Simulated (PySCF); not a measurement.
C3H13BOSi.
Atom-mapped SMILES: `[CH3:1][O+:2]([CH3:3])[BH2-:4][CH2:5][SiH3:6]` (hydrogens: H7, H8, H9 on C1; H10, H11, H12 on C3; H13, H14 on B4; H15, H16 on C5; H17, H18, H19 on Si6)

Method: core-valence-separated Tamm–Dancoff BHandHLYP/aug-pcX-1 (pcseg-1 on H, def2-SVPD on Si) in PySCF, non-relativistic, gas phase, PBE0-D3(BJ)/def2-SVP geometry.

Computed oxygen K-edge spectrum, Gaussian lines of 0.3 eV full width, highest printed point 100; it ends one width below the last computed root. The energies are unshifted.

photon energy (eV), absorption and a bar:
```
    534.4          0 
    534.5          4 #
    534.6         15 ####
    534.7         32 #########
    534.8         37 ###########
    534.9         23 #######
    535.0          8 ##
    535.1          2 #
    535.2          7 ##
    535.3         31 #########
    535.4         75 #######################
    535.5        100 ##############################
    535.6         72 ######################
    535.7         30 #########
    535.8          9 ###
    535.9          3 #
    536.0          1 
    536.1          0 
    536.2          0 
    536.3          0 
    536.4          0 
    536.5          0 
    536.6          2 #
    536.7          8 ##
    536.8         18 #####
    536.9         28 ########
    537.0         39 ############
    537.1         47 ##############
```

**Question.** Assign the maxima to core holes.

**Answer.** 2 maxima:
- 534.8 eV: O2 (oxygen bonded to B and 2 C), 534.78 eV, f = 0.016, 100 % of the height at the exact maximum
- 535.5 eV: O2 (oxygen bonded to B and 2 C), 535.50 eV, f = 0.044, 100 % of the height at the exact maximum

Further lines of some strength in the range: O2, 536.84 eV, f = 0.005; O2, 536.98 eV, f = 0.004; O2, 537.03 eV, f = 0.004.

Roots within 0.03 eV on the same or equivalent atoms count as one line; shares under 12 % aren't listed.

Vibrational structure and lifetime widths aren't in the curve. The ionisation threshold wasn't computed; near and above it a finite basis only mimics Rydberg series and continuum.

The values belong to the conformer `[CH3:1][O+:2]([CH3:3])[BH2-:4][CH2:5][SiH3:6]`: C1–O2–B4–C5 -157°, O2–B4–C5–Si6 47°.
